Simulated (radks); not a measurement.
The numbers below are computed, except where a source is named.
Task: Radial electron density D(r) = 4 pi r^2 rho(r) of an atom or ion with 58.25 electrons. Level of theory: scalar-relativistic Kohn-Sham, BLYP, spin-unpolarised, spherical densities, finite nucleus; Fermi nuclear charge, rms radius of each element as measured or else 0.836 A^(1/3) + 0.57 fm (a radial shooting solver on a logarithmic mesh with Libxc functionals).

| r (bohr) | D(r) (e/bohr) |
|---|---|
| 0.003096 | 18.80 |
| 0.004163 | 28.15 |
| 0.005552 | 39.97 |
| 0.007464 | 54.13 |
| 0.009956 | 67.58 |
| 0.01338 | 77.23 |
| 0.01785 | 79.03 |
| 0.024 | 73.77 |
| 0.03201 | 69.82 |
| 0.04304 | 78.15 |
| 0.0574 | 96.56 |
| 0.07718 | 104.2 |
| 0.1029 | 88.78 |
| 0.1384 | 77.49 |
| 0.1846 | 88.97 |
| 0.2482 | 81.12 |
| 0.331 | 45.32 |
| 0.445 | 35.25 |
| 0.5936 | 40.10 |
| 0.798 | 25.04 |
| 1.064 | 12.39 |
| 1.431 | 9.075 |
| 1.909 | 5.425 |
| 2.566 | 1.920 |
| 3.422 | 0.5004 |
| 4.601 | 0.09442 |
| 6.137 | 0.01010 |
| 8.251 | 0.0003572 |

What is the nuclear charge?

Result: Z = 60. The innermost maximum, from 1s, lies near gamma/Z bohr with gamma = sqrt(1 - (Z/c)^2) = 0.899, here 0.015 bohr (found: 0.0165), and its height grows with Z. The density is that of the neodymium ion Nd1.75+ in [Xe] 4f2.25 5d2; the configuration itself is not fixed sharply by these data, and Z only to a few units. D(r) has 4 maxima, at r = 0.0165, 0.0730, 0.205, 0.561 bohr, and minima at 0.0315, 0.135, 0.411 bohr, inside which lie 1.95, 11.19, 29.07 electrons.
